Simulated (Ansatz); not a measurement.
Basis-set extrapolation for `BC1=CCO1` (PBE0-D4/def2-TZVP geometry, frozen core, Ansatz). Multiplicity 1, RHF reference.

|  | def2-TZVPP | def2-QZVPP |
| --- | --- | --- |
| HF | -216.050705 | -216.060436 |
| MP2 correlation | -0.810343 | -0.865749 |
| CCSD(T) correlation | -0.879654 | not run |

Energies in hartree. Use E(X) = E(∞) + A·exp(−7.88·√X) for Hartree–Fock and E(X) = E(∞) + B·X^(−2.97) for correlation, with X = 3 and 4, and add CCSD(T) minus MP2 of the smaller set to the MP2 limit.

Task: What is the CCSD(T) energy at the basis-set limit?

Result: HF limit: -216.060436 + (-0.009731) × 0.13774 = -216.06178. MP2 limit: -0.865749 + (-0.055406) × 0.74074 = -0.90679. Higher-order term: -0.879654 − (-0.810343) = -0.06931. Total: -217.03788 hartree, 282.3 kJ/mol below CCSD(T)/def2-TZVPP.
